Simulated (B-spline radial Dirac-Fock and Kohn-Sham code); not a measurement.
# What relativity does to the binding energies of Xe⁺

System: the Xe⁺ ion, [Kr] 4d10 5s2 5p5.

Both columns are ΔSCF binding energies of the configuration average from a radial finite-basis atomic code: non-relativistic Hartree-Fock with a point nucleus, and Dirac-Fock with a finite nucleus and the Coulomb interaction alone, averaged over the two j levels with weights 2j+1.

| shell | Hartree-Fock (eV) | Dirac-Fock (eV) | shift (eV) | shift (%) |
| --- | --- | --- | --- | --- |
| 1s | 33263.8 | 34698.0 | +1434.28 | +4.31 |
| 2s | 5127.7 | 5483.0 | +355.32 | +6.93 |
| 2p | 4809.9 | 4915.2 | +105.30 | +2.19 |
| 3s | 1088.1 | 1164.6 | +76.46 | +7.03 |
| 3p | 952.7 | 976.5 | +23.75 | +2.49 |
| 3d | 703.5 | 692.9 | -10.60 | -1.51 |
| 4s | 218.5 | 233.9 | +15.42 | +7.06 |
| 4d | 80.99 | 78.04 | -2.95 | -3.64 |
| 5s | 33.63 | 35.53 | +1.90 | +5.64 |
| 5p | 20.80 | 20.88 | +0.08 | +0.38 |

Relativity binds 1s, 2s, 2p, 3s, 3p, 4s, 5s, 5p more strongly, among those listed most of all 4s in relative terms, and 3d, 4d more weakly, because the contracted s and p shells screen the nucleus better.

Values without a named source are computed, but for edge energies of neutral atoms, which are taken from tables.
